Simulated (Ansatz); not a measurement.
Consider the ligand exchange at a Ge–C bond: `Cl[CH2][GeH2][SeH]` + HCl → `[Cl][GeH2][SeH]` + `CCl`.

Program: Ansatz. Geometries: PBE0-D4/def2-TZVP. ΔE: electronic, gas phase. CCSD(T)/CBS adds triple-zeta CCSD(T) − MP2 to the extrapolated MP2 energy (def2 sets, frozen cores). This one scheme is used for every species. Functionals use def2-TZVPP. B3LYP here is the variant with VWN-RPA as its local correlation; programs differ in this. For Ge, Se outer-core shells are correlated without core-valence functions, which leaves a few kJ/mol of doubt a bond. Scalar relativity is left out up to krypton. Each species was taken in one conformer, which may not be the lowest.

```
             species  B3LYP-D4 energy (Eh)
`Cl[CH2][GeH2][SeH]`           -4980.03627
                 HCl            -460.83661
   `[Cl][GeH2][SeH]`           -4940.74631
               `CCl`            -500.16164
```

Problem. Work out ΔE.

Solution. ΔE = (-4940.74631) + (-500.16164) − (-4980.03627) − (-460.83661) = -0.03507 Eh = -0.95 eV. CCSD(T)/CBS gives -0.87 eV.

Largest T1 diagnostic among the species: 0.010.

The D4 term adds +0.06 eV with B3LYP and +0.04 eV with PBE0; it sums over pairs of atoms, weighted by their polarisabilities, and B3LYP, whose exchange is more repulsive, gets the larger term. In def2-TZVPP, CCSD(T) changes the Hartree–Fock value by +0.30 eV (the triples alone add +0.03 eV) and MP2 by +0.30 eV.
